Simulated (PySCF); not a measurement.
Two species compared at the same levels of theory.

First species: C6H10FP.
SMILES: `CC1=C(F)P(C)CC1`

Second species: C4H10FNSi.
Z-matrix (Å and degrees, GFN2-xTB geometry), rows numbered from 1:
```
C 
C   1  1.5195
C   2  1.5368  1  113.44
Si  3  1.9083  2   87.67  1  -107.07
C   4  1.9128  3  120.53  2  -119.67
F   5  1.3825  4  109.33  3  -175.55
N   2  1.4624  1  113.19  3  -108.50
H   1  1.0876  2  109.72  3    51.78
H   1  1.0885  2  110.47  3   171.61
H   1  1.0873  2  110.38  3   -68.41
H   2  1.0964  1  109.38  3   128.09
H   3  1.0838  2  113.25  1    11.27
H   3  1.0851  2  112.77  1   134.86
H   4  1.4692  3  115.80  2   108.38
H   5  1.0915  4  113.42  3    65.97
H   5  1.0918  4  112.62  3   -58.17
H   7  1.0075  2  119.94  1   -49.87
```

Levels: CAM-B3LYP/def2-SVPD for HOMO energy, LUMO energy, HOMO–LUMO gap and static isotropic polarisability; TDDFT CAM-B3LYP/def2-SVPD for lowest singlet excitation; TDA CAM-B3LYP/def2-SVPD for lowest triplet excitation (Tamm–Dancoff). Geometries: GFN2-xTB. All species are isolated and taken at one optimised geometry, non-relativistic unless stated; the electronic structure was computed with PySCF and density fitting.

The conformers computed, where there is a choice (atom-mapped SMILES and torsion angles):
- `[CH3:1][C@@H:2]1[CH2:3][Si@@H:4]([CH2:5][F:6])[NH:7]1`: C3–Si4–C5–F6 -176°

The conformers of `CC1=C(F)P(C)CC1` aren't listed.

(1) Which has the higher T1 energy?

(2) Which has the higher static isotropic polarisability?

(3) Which of the two has the higher HOMO–LUMO gap, and by how much?

(4) Which has the higher HOMO energy?

## Answers

(1) The second: 5.56 eV against 4.13 eV, a difference of 1.43 eV.

(2) The first: 94.0 au against 79.7 au, a difference of 14.3 au.

(3) The second: 9.25 eV against 8.81 eV, a difference of 0.44 eV.

(4) The first: -7.74 eV against -8.14 eV, a difference of 0.40 eV.

On the first: S1 lies 2.97 eV below the HOMO–LUMO gap; its leading configuration is HOMO→LUMO, weight 0.67. The principal polarisabilities are 79.8, 90.1 and 112.1 au; their mean is the isotropic value.

On the second: The vertical singlet–triplet gap S1 − T1 is 0.32 eV (TDDFT singlet less Tamm–Dancoff triplet; S1: HOMO→LUMO, weight 0.87; T1: HOMO→LUMO, weight 0.82). No computed singlet falls in the visible range (750 to 380 nm, 1.65 to 3.26 eV); S1 lies 2.62 eV above its blue end.
